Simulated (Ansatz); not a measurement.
Reaction (cleavage of the Si–B bond): `O[SiH2]B(F)F` + `[NH2][ZnH]` → `O[SiH2][NH][ZnH]` + `FBF`

Gas-phase electronic energies from Ansatz, PBE0-D4/def2-TZVP geometries. CCSD(T)/CBS is the MP2 limit (def2-TZVPP, def2-QZVPP) plus CCSD(T) − MP2 in def2-TZVPP, frozen cores. This one scheme is used for every species. DFT in def2-TZVPP. For Zn outer-core shells are correlated without core-valence functions, which leaves a few kJ/mol of doubt a bond. Scalar relativity is left out up to krypton. One conformer a species, not always the lowest.

(1) Is it downhill or uphill in electronic energy at CCSD(T)/CBS, and by how much? (Best estimate.)

(2) What do these levels give: PBE-D4, ωB97M-V, r2SCAN, MP2/def2-TZVPP, CCSD/def2-TZVPP, HF/def2-QZVPP? (An estimate is asked.)

Largest T1 diagnostic among the species: 0.016.

## Answers

(1) Computed: Downhill: ΔE = -29.6 kcal/mol.

(2) The calculation gave: PBE-D4 -24.0, ωB97M-V -29.4, r2SCAN -28.2, MP2/def2-TZVPP -31.4, CCSD/def2-TZVPP -29.9, HF/def2-QZVPP -32.6 kcal/mol.

From PBE to PBE0 (25 % exact exchange), in def2-TZVPP and without D4, ΔE moves by −2.8 kcal/mol. In def2-TZVPP, CCSD(T) changes the Hartree–Fock value by +2.6 kcal/mol (the triples alone add +0.2 kcal/mol) and MP2 by +1.0 kcal/mol. The D4 term adds −1.4 kcal/mol with B3LYP and −0.7 kcal/mol with PBE0; it sums over pairs of atoms, weighted by their polarisabilities, and B3LYP, whose exchange is more repulsive, gets the larger term.

B3LYP here is the variant with VWN-RPA as its local correlation; programs differ in this.
